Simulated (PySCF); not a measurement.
# One molecule, several mistakes: H5N2Si2

Calculated results; nothing here was measured. They come from PySCF 2.14.0, an open-source quantum chemistry program, on an isolated molecule that a program drew, which may never have been made. The molecule is H5N2Si2 (charge 0, doublet), drawn as the SMILES string `N[SiH]=N[SiH2]`.

Each row is a Hartree-Fock (HF) and frozen-core CCSD(T) single point in the cc-pV(D+d)Z basis, meant for a local HF minimum. Run 1 is clean. Each other run has one planted mistake out of seven kinds, and not every kind appears here: one electron removed, one electron added, multiplicity raised by two, geometry at a saddle point, minimal basis STO-3G, one bond length entered in bohr, all coordinates scaled. The reference is restricted for singlets and unrestricted otherwise, and also for a bond in bohr. Adding or removing an electron swaps singlet and doublet. Electrons count all cores. HOMO and LUMO are orbital energies over both spins, the gradient is its largest component, and the lowest frequency (negative if imaginary) is given only where the gradient is small. Bond lengths are over the 8 bonds as drawn. T1 is the CCSD diagnostic: over 0.02 (restricted) or 0.045 (unrestricted) a single reference is doubtful.

Geometry of the clean run:
```xyz
9
H5N2Si2, angstrom
N    -0.2045   -2.5133    1.4001
Si   -0.8901   -1.1003    0.6889
N    -0.8362    0.3309    1.5840
Si   -0.9932    1.7672    2.1893
H    -0.4759   -2.7752    2.3295
H     0.7720   -2.7013    1.2598
H    -0.2208   -0.9640   -0.6287
H    -0.9899    2.0410    3.6358
H    -1.1946    2.9971    1.4034
```

| run | electrons | basis functions | <S^2> | HOMO (eV) | LUMO (eV) | gradient (hartree/bohr) | lowest frequency (cm^-1) | mean bond (Å) | longest bond (Å) | T1 | HF (hartree) | CCSD(T) (hartree) | mistake |
|---|---|---|---|---|---|---|---|---|---|---|---|---|---|
| 1 | 47 | 99 | 0.833 | -7.33 | 1.59 | 1.5e-05 | 43 | 1.4271 | 1.724 | 0.0236 | -689.66801 | -690.23775 | no fault |
| 2 | 47 | 99 | 0.790 | -7.02 | 1.68 | 4.1e-02 | - | 1.3714 | 1.657 | 0.0205 | -689.65089 | -690.21204 | all coordinates scaled |
| 3 | 48 | 99 | 0.000 | 0.23 | 6.74 | 6.0e-02 | - | 1.4271 | 1.724 | 0.0253 | -689.61815 | -690.24219 | one electron added |
| 4 | 47 | 33 | 1.151 | -5.06 | 6.49 | 5.8e-02 | - | 1.4271 | 1.724 | 0.0456 | -681.50257 | -681.72201 | ? |

**Which mistake was planted in run 4, and what did it cost?**

It has 33 basis functions where the clean run has 99, with the same electrons and geometry. So the mistake is: minimal basis STO-3G. Subtracting run 1 and multiplying by 627.51 kcal/mol a hartree, the energy moved by 5123.9 kcal/mol in HF and 5343.7 kcal/mol in CCSD(T).

Cautions from the logs. Run 3: T1 is over the limit, so its CCSD(T) energy is less reliable and the HOMO is above zero, so the electron isn't bound and the energy depends on the basis; run 4: T1 is over the limit, so its CCSD(T) energy is less reliable.
